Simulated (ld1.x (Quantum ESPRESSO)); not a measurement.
**Before and after: TM potential for rhodium (Rh)**

rhodium (Rh), norm-conserving Troullier–Martins (Kleinman–Bylander form), made with ld1.x (Quantum ESPRESSO) 7.5 (PBE, scalar-relativistic). Core [Kr], reference 4d8 5s0 5p0 (charge +1). Waves: 5p (bound, empty): rc 3.15 bohr; 4d (bound): rc 2.00 bohr; 5s (bound, empty): rc 2.05 bohr. Local part: the s channel. Core correction: a·sin(br)/r model core inside 1.00 bohr.

All-electron outer shells of the reference configuration (PBE, scalar-relativistic, ld1.x):

```csv
shell,level (eV),outermost node (bohr),outermost maximum (bohr)
4p,-58.15,0.47,0.94
4d,-13.58,0.46,1.14
5s,-10.78,1.19,2.51
5p,-6.19,1.34,3.22
```

Change: functional PBEsol.

Cutoffs: the cutoffs (Ry, on a coarse ladder) from which the occupation-weighted sum of valence levels, in a spherical-Bessel basis at the reference potential, stays within 10 and 1 mRy of its value at 400 Ry; they do not see the model core or the augmentation charge, which bear on the density cutoff. Errors are all-electron minus pseudo energies relative to the spin-unpolarised reference configuration.

How do hardness, ghosts and transferability respond?

The potential gets neither clearly harder nor softer (50 Ry and 60 Ry → 50 Ry and 60 Ry); the errors of the 7 common tests hardly move; neither file shows a bound ghost.

| quantity | base | changed |
| --- | --- | --- |
| cutoff, loose | 50 Ry | 50 Ry |
| cutoff, tight | 60 Ry | 60 Ry |
| bound ghosts | none | none |
| error for 4d8 5s1 5p0, meV [ΔE -7.46 eV] | -7.3 | -7.8 |
| error for 4d7 5s0 5p0, meV [ΔE 19.51 eV] | -144 | -143 |
| error for 4d6 5s0 5p0, meV [ΔE 52.02 → 52.00 eV] | -731 | -728 |
| error for 4d5 5s0 5p0, meV [ΔE 98.96 → 98.93 eV] | -1922 | -1918 |
| error for 4d9 5s0 5p0, meV [ΔE -8.37 eV] | -57 | -56 |
| error for 4d7 5s2 5p0, meV [ΔE -4.98 → -5.01 eV] | -165 | -166 |
| error for 4d7 5s1 5p1, meV [ΔE -0.84 → -0.81 eV] | -176 | -179 |
| s: phases at 3.40 bohr within 0.05 rad from the reference energy up to (Ry; the scan ends near 5) | 0.9 | 0.9 |
| p: phases at 3.40 bohr within 0.05 rad from the reference energy up to (Ry; the scan ends near 5) | 1.9 | 1.9 |
| d: phases at 3.40 bohr within 0.05 rad from the reference energy up to (Ry; the scan ends near 5) | 0.1 | 0.1 |
